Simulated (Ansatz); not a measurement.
`N#[C][Al]([F])[F]` + HBr → `[F][Al]([F])[Br]` + `C#N` at 600 K and 1 bar (ligand exchange at the Al–C bond).

Calculated with Ansatz (gas phase, PBE0-D4/def2-TZVP geometries, no zero-point term in ΔE). CCSD(T)/CBS adds triple-zeta CCSD(T) − MP2 to the extrapolated MP2 energy (def2 sets, frozen cores). This one scheme is used for every species. For Br outer-core shells are correlated without core-valence functions, which leaves a few kJ/mol of doubt a bond. Scalar relativity is left out up to krypton.

```
            species  CCSD(T)/CBS energy (Eh)  H − E (kJ/mol)  S (J/(mol·K))
`N#[C][Al]([F])[F]`               -534.51064            79.0          376.6
                HBr              -2573.91920            33.5          219.1
 `[F][Al]([F])[Br]`              -3015.14527            54.1          361.2
              `C#N`                -93.32098            64.3          228.4
```

H − E and S are ideal-gas, rigid-rotor, harmonic terms from PBE0-D4/def2-TZVP. 1 Eh = 2625.50 kJ/mol, R = 8.31446 J/(mol·K).

Question: By hand: ΔE, ΔH, ΔS and ΔG.

Answer: ΔE = (-3015.14527) + (-93.32098) − (-534.51064) − (-2573.91920) = -0.03641 Eh = -95.6 kJ/mol. Δ(H − E) = 54.1 + 64.3 − 79.0 − 33.5 = 5.9, so ΔH = -89.7 kJ/mol. ΔS = 361.2 + 228.4 − 376.6 − 219.1 = -6.1 J/(mol·K). ΔG = -89.7 − 600 × (-6.1)/1000 = -86.0 kJ/mol.

Question: By hand: the equilibrium constant, and the temperature at which ΔG would vanish if ΔH and ΔS stayed fixed.

Answer: log₁₀ K = −ΔG/(RT ln 10) = 7.5. ΔG = 0 at ΔH/ΔS = 14705 K, far beyond where these terms or the molecules hold.

The number of gas molecules stays the same, so ΔS is small and ΔH decides. A doubt of 5 kJ/mol in ΔE shifts log₁₀ K by 0.4 here. These are equilibria of isolated gas molecules and say nothing of rates. Largest T1 diagnostic: 0.014 (customary marks: 0.02 for closed shells, 0.045 for open ones).
